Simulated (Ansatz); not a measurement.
Z-matrix (Å, degrees):
```
Ti
O 1 1.765
Br 1 2.356 2 110.2
O 1 1.756 2 109.4 3 119.8
Br 1 2.356 2 110.2 3 -120.4
H 2 0.959 1 134.2 3 -119.6
H 4 0.958 1 142.1 2 180.0
```

Charge 0, multiplicity 1.

Problem. List the PBE/def2-TZVPP orbital energies in eV (Ansatz). (An estimate is asked.)

Solution. Ansatz gave: Occupied: -13088.74, -13088.74, -4837.32, -1681.86, -1681.86, -1516.21, -1516.21, -1516.19, -1516.19, -1516.18, -1516.18, -531.78, -511.29, -511.13, -444.33, -444.31, -444.29, -228.64, -228.64, -170.72, -170.72, -170.66, -170.66, -170.64, -170.64, -67.41, -67.41, -67.39, -67.39, -67.38, -67.38, -67.33, -67.33, -67.33, -67.33, -62.14, -39.41, -39.26, -39.07, -25.06, -24.87, -18.85, -18.72, -13.13, -12.88, -9.44, -9.20, -8.98, -8.78, -8.58, -8.24, -7.80, -7.38, -7.15, -7.01. Lowest empty: -3.69, -3.27, -2.78, -2.61, -2.24, -0.86, 0.25, 1.08.
